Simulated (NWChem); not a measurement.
# GeNH₃, singlet; SMILES [NH2][GeH]

All runs: NWChem. Low-valent species are run as closed-shell singlets; no triplet was tried in these runs. All runs use the structure optimised with PBE0/def2-SVP. Gas phase, vertical.

B3LYP/def2-SVPD, TDA puts singlet state 2 at 5.56 eV with oscillator strength 0.056.

### Question
Give the wavelength, the transition dipole and the radiative lifetime of that state in vacuum.

### Answer

1. λ = 1239.84/5.56 = 223 nm, or 44840 cm⁻¹.
2. f = (2/3) ΔE μ² in atomic units, so μ = √(1.5 f/ΔE) = 0.64 a.u. = 1.63 D.
3. τ = 1.499 s cm⁻² / (f ν²) = 13 ns, for a non-degenerate state that emits at the vertical energy; a higher state like this one mostly decays faster by other paths.
